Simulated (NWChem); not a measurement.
Molecule: SiNH4Cl; SMILES N[SiH2]Cl

```xyz
7

Si     0.5732    -0.5018     0.0451
N     -0.6111    -1.7419     0.1395
Cl    -0.1458     1.4254    -0.3828
H      1.5006    -0.8365    -1.0566
H      1.2349    -0.3985     1.3633
H     -1.2455    -1.7767     0.9293
H     -1.0663    -2.0721    -0.7038
```
Atoms are numbered in this order, from 1.

Computed with NWChem. Pople sets run with spherical d functions. The geometry was optimised at B3LYP/6-31G* (spherical d). Vzz is the largest principal value of the second derivative of the potential at the nucleus (NWChem prints the opposite sign); η is the asymmetry. Non-relativistic.

```tsv
level	Vzz N2 (a.u.)	η N2	Vzz Cl3 (a.u.)	η Cl3
Hartree-Fock/cc-pVTZ	-0.880	0.35	1.833	0.05
Hartree-Fock/6-31G*	-0.866	0.33	1.808	0.06
CAM-B3LYP/def2-SVP	-0.896	0.32	1.926	0.08
CAM-B3LYP/6-31G*	?	0.32	?	0.08
```

Q: Complete the blanks.

A: 
- CAM-B3LYP/6-31G*, Vzz N2 (a.u.): -0.836
- CAM-B3LYP/6-31G*, Vzz Cl3 (a.u.): 1.881
